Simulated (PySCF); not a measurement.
# SeBr: script and output

File input.py (PySCF 2.14):

```python
from pyscf import gto, dft

mol = gto.M(
    atom='Se 0 0 0; Br 0 0 2.341',
    basis='sbkjc',
    ecp={'Se': 'sbkjc', 'Br': 'sbkjc'},
    charge=0,
    spin=1,
    verbose=3,
)
mf = dft.ROKS(mol, xc='mn15')
mf.kernel()
mf.mulliken_pop()
mf.dip_moment()
print('orbital energies (hartree):', mf.mo_energy[..., max(0, mol.nelec[1]-3):mol.nelec[0]+3].round(4))
```

```bash
$ python input.py
```

The log:

```
converged SCF energy = -22.6060853243207
 ** Mulliken pop  **
pop of  0 Se 4s           1.80311
pop of  0 Se 5s           0.20719
pop of  0 Se 4px          1.52105
pop of  0 Se 4py          0.99896
pop of  0 Se 4pz          0.73942
pop of  0 Se 5px          0.38818
pop of  0 Se 5py          0.26504
pop of  0 Se 5pz          0.02136
pop of  1 Br 4s           1.77733
pop of  1 Br 5s           0.21605
pop of  1 Br 4px          1.55402
pop of  1 Br 4py          1.43532
pop of  1 Br 4pz          1.07202
pop of  1 Br 5px          0.42570
pop of  1 Br 5py          0.41174
pop of  1 Br 5pz          0.16353
 ** Mulliken atomic charges  **
charge of    0Se =      0.05571
charge of    1Br =     -0.05571
Dipole moment(X, Y, Z, Debye):  0.00000, -0.00000, -0.45661
orbital energies (hartree): [-0.3811 -0.3794 -0.2804 -0.2392 -0.0934  0.2241  0.2308]
```

In short: E(SCF) = -22.606085 Eh, μz(SCF) = -0.46 D.

Wall time 1.5 s on one thread of a shared host.

The bond length is a typed value, not an optimised one. No search for the lowest solution was made.
